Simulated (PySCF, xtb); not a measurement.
C4H6Si, SMILES C1=C[SiH2]C=C1.

GFN2-xTB (xtb) at its own geometry gives an orbital gap of 2.98 eV and a dipole moment of 0.21 D.

Geometry: r2SCAN-D4/def2-SVP.

Q: What does PBE0/def2-TZVP (PySCF) give? (Estimate from the structure and the level; the computed values follow.)

A: gap 5.17 eV (levels -6.79 and -1.62 eV), dipole 0.69 D.
